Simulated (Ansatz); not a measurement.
Coupled-cluster diagnostics for the cluster Cu3O2, Ansatz.

Geometry of the doublet (B3LYP-D4/def2-SVP):

| atom | x (Å) | y (Å) | z (Å) |
| --- | --- | --- | --- |
| Cu1 | -1.598 | -1.809 | -0.398 |
| Cu2 | 2.273 | 0.356 | -0.831 |
| Cu3 | -0.205 | 0.442 | 0.375 |
| O4 | 1.294 | 1.359 | 0.258 |
| O5 | -1.763 | -0.349 | 0.597 |

Correlated methods freeze 29 core orbitals. Another isomer (doublet) lies 0.06 eV lower at PBE0-D4/def2-TZVP; other spin states weren't run for this one.

**Question.** Estimate the CCSD(T) correlation energy, the shares of MP2 and (T), T1 and the reference's ⟨S²⟩ for: charge 0, doublet, own geometry in def2-SVP; and the rough time on 4 threads of AMD EPYC 9R45 on a shared host.

**Answer.** 
```
                          state     basis  correlation (eV)  MP2 share (%)  (T) share (%)     T1  ⟨S²⟩ (pure)  wall time   remarks
charge 0, doublet, own geometry  def2-SVP           -33.396          102.6            4.2  0.053  0.78 (0.75)       23 s  large T1
```
Customary marks for T1 are 0.02 (closed shells), 0.045 (open shells) and about 0.05 (3d metals). T1 exceeds 0.02 in 1 of 1 rows and 0.045 in 1; the higher it lies, the less the single-reference result can be trusted.
